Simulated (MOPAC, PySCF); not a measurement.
Constitutional and geometric isomers with formula B2O2. All species are isolated molecules in the gas phase. One relaxed conformer stands for each flexible species; it need not be the lowest. Strings in code marks are SMILES.

Quantity: electronic energy of isomers of B2O2 relative to `O=BB=O`, in kcal/mol. Semi-empirical values (MOPAC) are differences of heats of formation.

Level 1: M06-2X/def2-TZVP // B3LYP-D3(BJ)/def2-TZVP (PySCF)
Level 2: PBE-D3(BJ)/def2-TZVP // B3LYP-D3(BJ)/def2-TZVP (PySCF)
Level 3: M06-2X/6-31G* // B3LYP-D3(BJ)/def2-TZVP (PySCF)
Level 4: PM3 // B3LYP-D3(BJ)/def2-TZVP (MOPAC)

```tsv
species	level 1	level 2	level 3	level 4
`O1B2OB12`	56.8	55.3	58.7	91.2
```
